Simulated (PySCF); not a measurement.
# Shapes and spin states of FeCl₃⁻

Computed with PySCF, PBE, basis Fe def2-SVPD, Cl def2-SVPD (no relativity, density fitting).

Relaxations began from a few typed shapes and spin states; open shells are unrestricted. The search is not exhaustive: other isomers or separated fragments can lie lower, and high-lying points may rest on an excited occupation.

(1) Which is the lowest minimum found?
A. quintet C2v: Fe–Cl 2.245 Å (×3); Cl–Fe–Cl 120.0° (×3)
B. quintet D3h: Fe–Cl 2.245 Å (×3); Cl–Fe–Cl 120.0° (×3)
C. broken-symmetry Ms = 1 (⟨S²⟩ 3.00) Cs: Fe–Cl 2.229 Å (×2), Fe–Cl 2.235 Å; Cl–Fe–Cl 118.4° (×2), Cl–Fe–Cl 123.3°
D. triplet (⟨S²⟩ 2.36) C2v: Fe–Cl 2.209 Å, Fe–Cl 2.219 Å (×2); Cl–Fe–Cl 104.8° (×2), Cl–Fe–Cl 150.4°

## Answers

(1) B. The others lie at 0.0 (quintet C2v), 112.0 (broken-symmetry Ms = 1 Cs), 143.6 (triplet C2v) kJ/mol above it.

Formally Fe is in oxidation state +2, d6, with 4 unpaired electrons (the high-spin count). The Mulliken spin on Fe is 3.58. The polar-tensor charge on Fe, 1.04, is far below the formal one.

For the lowest minimum: other spin states or occupations of the open shell can lie lower. The lowest empty level of this anion is unbound, so it and the gap depend on the basis.
